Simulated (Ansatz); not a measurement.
Total energies of Cu2Pd (the lowest singlet isomer of a short search) from Ansatz at PBE0-D4/def2-TZVP, gas phase (1 Eh = 27.2114 eV = 2625.5 kJ/mol). The reference geometry is relaxed at PBE0-D4/def2-TZVP.

```tsv
atom	x (Å)	y (Å)	z (Å)
Pd1	-0.798	0.745	-0.904
Cu2	0.030	0.324	1.351
Cu3	0.767	-1.069	-0.447
```

| state | geometry | energy (Eh) |
| --- | --- | --- |
| charge 0 singlet | reference | -3408.48266 |
| charge 1 doublet | reference | -3408.22394 |
| charge 1 doublet | relaxed at PBE0-D4/def2-TZVP | -3408.22476 |
| charge 0 triplet | relaxed at PBE0-D4/def2-TZVP | -3408.42767 |
| charge 0 quintet | relaxed at PBE0-D4/def2-TZVP | -3408.35011 |
| free Pd atom (singlet) | – | -127.85727 |
| free Cu atom (doublet) | – | -1640.24417 |

In the def2 sets Pd takes a core potential; there is no spin–orbit coupling.

Question: Work out the vertical ionisation energy to the doublet.

Answer: E(charge 1 doublet) − E(charge 0 singlet) = -3408.22394 − (-3408.48266) = 0.25872 Eh = 7.04 eV. For comparison, −ε of the highest occupied level is 5.20 eV at this level, 1.84 eV less.

Question: How much does the charge 1 doublet relax, and what is the adiabatic ionisation energy?

Answer: Relaxation: -3408.22394 − (-3408.22476) = 0.00082 Eh = 0.02 eV. Adiabatic ionisation energy: 0.25790 Eh = 7.02 eV, without zero-point energy. 

Question: Which of the charge 0 states is lowest, and how far above it are the others?

Answer: The singlet. triplet: -3408.42767 − (-3408.48266) = 0.05499 Eh = 144.4 kJ/mol; quintet: -3408.35011 − (-3408.48266) = 0.13255 Eh = 348.0 kJ/mol.

Question: What is the binding energy per atom against free atoms?

Answer: Atoms: 1 × (-127.85727) + 2 × (-1640.24417) = -3408.34561 Eh. Binding: -3408.34561 − (-3408.48266) = 0.13705 Eh = 3.73 eV, or 1.24 eV for each of 3 atoms (no zero-point energy, no counterpoise term).

The structure comes from a short search, and lower isomers may exist.
